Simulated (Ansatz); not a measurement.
Isolated molecules relaxed with PBE0-D4/def2-TZVP in Ansatz; ΔE leaves out vibrations. CCSD(T)/CBS is the MP2 limit (def2-TZVPP, def2-QZVPP) plus CCSD(T) − MP2 in def2-TZVPP, frozen cores. For Br, Ga outer-core shells are correlated without core-valence functions, which leaves a few kJ/mol of doubt a bond. Scalar relativity is left out up to krypton. One conformer a species, not always the lowest.

Reaction (ligand exchange at a Ga–Br bond): `[GaH2][Br]` + `NB1CS1` → `[GaH2][NH]B1CS1` + HBr

```json
{"species": "`[GaH2][Br]`", "CCSD(T)/CBS(def2) energy (Eh)": "-4498.49736"}
{"species": "`NB1CS1`", "CCSD(T)/CBS(def2) energy (Eh)": "-517.77714"}
{"species": "`[GaH2][NH]B1CS1`", "CCSD(T)/CBS(def2) energy (Eh)": "-2442.32425"}
{"species": "HBr", "CCSD(T)/CBS(def2) energy (Eh)": "-2573.91920"}
```

Q: Work out ΔE.

A: ΔE = (-2442.32425) + (-2573.91920) − (-4498.49736) − (-517.77714) = 0.03105 Eh = +81.5 kJ/mol.

Q: What do rigid-rotor, harmonic-oscillator terms from PBE0-D4/def2-TZVP frequencies (298.15 K, 1 bar) make of the CCSD(T)/CBS value? (Estimate.)

A: The calculation gave: ΔZPE = -12.0 kJ/mol, ΔH = +71.9 kJ/mol, ΔS = -14 J/(mol·K), ΔG = +76.0 kJ/mol.

Largest T1 diagnostic among the species: 0.014.

The D4 term adds −6.8 kJ/mol with B3LYP and −3.9 kJ/mol with PBE0; it sums over pairs of atoms, weighted by their polarisabilities, and B3LYP, whose exchange is more repulsive, gets the larger term. In def2-TZVPP, CCSD(T) changes the Hartree–Fock value by −26.6 kJ/mol (the triples alone add −3.3 kJ/mol) and MP2 by −26.1 kJ/mol.

B3LYP here is the variant with VWN-RPA as its local correlation; programs differ in this.
